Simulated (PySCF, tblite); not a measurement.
C6H15P.
Numbering: `[CH3:1][CH2:2][CH2:3][CH2:4][P:5]([CH3:6])[CH3:7]` (hydrogens: H8, H9, H10 on C1; H11, H12 on C2; H13, H14 on C3; H15, H16 on C4; H17, H18, H19 on C6; H20, H21, H22 on C7)

Cartesian coordinates in Å at the GFN2-xTB level; atoms count from 1:
```xyz
22
C6H15P angstrom
C      3.3951    0.3359   -0.5757
C      2.2487    0.1764    0.4154
C      0.9408   -0.1934   -0.2806
C     -0.2089   -0.3510    0.7087
P     -1.7802   -0.8963   -0.1355
C     -2.8747   -0.8689    1.3602
C     -2.2980    0.7354   -0.8463
H      3.1714    1.1191   -1.2970
H      3.5606   -0.5911   -1.1202
H      4.3143    0.5988   -0.0572
H      2.1124    1.1114    0.9650
H      2.5025   -0.6004    1.1409
H      1.0705   -1.1305   -0.8277
H      0.6926    0.5809   -1.0106
H      0.0432   -1.1228    1.4424
H     -0.3835    0.5848    1.2497
H     -2.6039   -1.6938    2.0164
H     -3.9068   -1.0072    1.0433
H     -2.7850    0.0720    1.9021
H     -1.6601    0.9820   -1.6922
H     -2.2398    1.5281   -0.1009
H     -3.3214    0.6501   -1.2072
```

Theory: PBE0/pcSseg-1 in PySCF (dipole) on a GFN2-xTB geometry, gas phase.

Masses are those of the commonest isotopes; rigid-rotor values at the optimised geometry. The values belong to one conformer with, in the numbering `[CH3:1][CH2:2][CH2:3][CH2:4][P:5]([CH3:6])[CH3:7]`, C1–C2–C3–C4 180°, C2–C3–C4–P5 -177°, C3–C4–P5–C6 -177°.

Question: What are A, B and C (cm⁻¹)?

Answer: Ia = 105.13, Ib = 603.23, Ic = 651.22 u·Å²; 505379 MHz·u·Å²/I gives 4807, 837.8 and 776.1 MHz, that is A = 0.16035, B = 0.02795, C = 0.02589 cm⁻¹.

Question: Classify the top.

Answer: A near-prolate asymmetric top: κ = (2 × 837.8 − 4807 − 776.1)/(4807 − 776.1) = -0.97.

Question: Is it planar, by Δ = Ic − Ia − Ib?

Answer: Not planar: Δ = Ic − Ia − Ib = -57.14 u·Å². For a rigid frame Δ = −2 Σ m c², so Σ m c² = 28.57 u·Å² lies off the ab plane: 11.79 from hydrogen and 16.79 from heavier atoms. The atom farthest from that plane is 1.55 Å away.

Question: Which lines would a microwave search look for?

Answer: The dipole components are |μa| = 0.19 D, |μb| = 0.13 D, |μc| = 1.22 D. Intensities carry the squares of the components, which stand as 0.02 : 0.01 : 1.00 (a : b : c). Some lines, for components of 0.1 D or more:

```json
{"type": "a", "branch": "Q", "J(Ka,Kc)": "3(1,2) ← 3(1,3)", "MHz": "370", "lower level (cm⁻¹)": "0.450"}
{"type": "a", "branch": "R", "J(Ka,Kc)": "2(0,2) ← 1(0,1)", "MHz": "3227", "lower level (cm⁻¹)": "0.054"}
{"type": "a", "branch": "R", "J(Ka,Kc)": "2(1,1) ← 1(1,0)", "MHz": "3289", "lower level (cm⁻¹)": "0.188"}
{"type": "c", "branch": "Q", "J(Ka,Kc)": "3(1,3) ← 3(0,3)", "MHz": "3818", "lower level (cm⁻¹)": "0.323"}
{"type": "b", "branch": "Q", "J(Ka,Kc)": "1(1,0) ← 1(0,1)", "MHz": "4031", "lower level (cm⁻¹)": "0.054"}
{"type": "b", "branch": "Q", "J(Ka,Kc)": "3(1,2) ← 3(0,3)", "MHz": "4189", "lower level (cm⁻¹)": "0.323"}
{"type": "a", "branch": "R", "J(Ka,Kc)": "3(1,3) ← 2(1,2)", "MHz": "4748", "lower level (cm⁻¹)": "0.292"}
{"type": "a", "branch": "R", "J(Ka,Kc)": "3(2,2) ← 2(2,1)", "MHz": "4842", "lower level (cm⁻¹)": "0.695"}
{"type": "a", "branch": "R", "J(Ka,Kc)": "3(2,1) ← 2(2,0)", "MHz": "4844", "lower level (cm⁻¹)": "0.695"}
{"type": "b", "branch": "R", "J(Ka,Kc)": "1(1,1) ← 0(0,0)", "MHz": "5583", "lower level (cm⁻¹)": "0.000"}
{"type": "c", "branch": "R", "J(Ka,Kc)": "1(1,0) ← 0(0,0)", "MHz": "5645", "lower level (cm⁻¹)": "0.000"}
{"type": "b", "branch": "R", "J(Ka,Kc)": "2(1,2) ← 1(0,1)", "MHz": "7135", "lower level (cm⁻¹)": "0.054"}
{"type": "c", "branch": "R", "J(Ka,Kc)": "2(1,1) ← 1(0,1)", "MHz": "7321", "lower level (cm⁻¹)": "0.054"}
{"type": "c", "branch": "R", "J(Ka,Kc)": "3(1,2) ← 2(0,2)", "MHz": "9027", "lower level (cm⁻¹)": "0.161"}
{"type": "b", "branch": "Q", "J(Ka,Kc)": "3(2,1) ← 3(1,2)", "MHz": "11820", "lower level (cm⁻¹)": "0.463"}
{"type": "c", "branch": "Q", "J(Ka,Kc)": "2(2,1) ← 2(1,1)", "MHz": "11909", "lower level (cm⁻¹)": "0.298"}
{"type": "b", "branch": "Q", "J(Ka,Kc)": "2(2,1) ← 2(1,2)", "MHz": "12094", "lower level (cm⁻¹)": "0.292"}
{"type": "b", "branch": "Q", "J(Ka,Kc)": "3(2,2) ← 3(1,3)", "MHz": "12187", "lower level (cm⁻¹)": "0.450"}
{"type": "c", "branch": "R", "J(Ka,Kc)": "2(2,1) ← 1(1,1)", "MHz": "15260", "lower level (cm⁻¹)": "0.186"}
{"type": "b", "branch": "R", "J(Ka,Kc)": "2(2,0) ← 1(1,1)", "MHz": "15260", "lower level (cm⁻¹)": "0.186"}
{"type": "b", "branch": "R", "J(Ka,Kc)": "3(2,2) ← 2(1,1)", "MHz": "16750", "lower level (cm⁻¹)": "0.298"}
{"type": "c", "branch": "R", "J(Ka,Kc)": "3(2,1) ← 2(1,1)", "MHz": "16754", "lower level (cm⁻¹)": "0.298"}
{"type": "c", "branch": "R", "J(Ka,Kc)": "3(2,2) ← 2(1,2)", "MHz": "16935", "lower level (cm⁻¹)": "0.292"}
{"type": "b", "branch": "R", "J(Ka,Kc)": "3(2,1) ← 2(1,2)", "MHz": "16939", "lower level (cm⁻¹)": "0.292"}
{"type": "c", "branch": "Q", "J(Ka,Kc)": "3(3,1) ← 3(2,1)", "MHz": "19999", "lower level (cm⁻¹)": "0.857"}
{"type": "b", "branch": "Q", "J(Ka,Kc)": "3(3,0) ← 3(2,1)", "MHz": "19999", "lower level (cm⁻¹)": "0.857"}
{"type": "b", "branch": "Q", "J(Ka,Kc)": "3(3,1) ← 3(2,2)", "MHz": "20002", "lower level (cm⁻¹)": "0.857"}
{"type": "c", "branch": "R", "J(Ka,Kc)": "3(3,0) ← 2(2,0)", "MHz": "24843", "lower level (cm⁻¹)": "0.695"}
```

Its GFN2-xTB frequencies are all real (lowest 48 cm⁻¹). These are rigid-rotor constants of the computed structure; measured ground-state constants (B0) also hold zero-point vibration. A rigid rotor knows nothing of internal rotation, which can split or shift real lines.

Rough CPU time on one thread of a shared machine: about 1.9 min (with the writing of density and orbital grids). This is the PBE0/pcSseg-1 job that gave the dipole, with the shieldings it also computed.
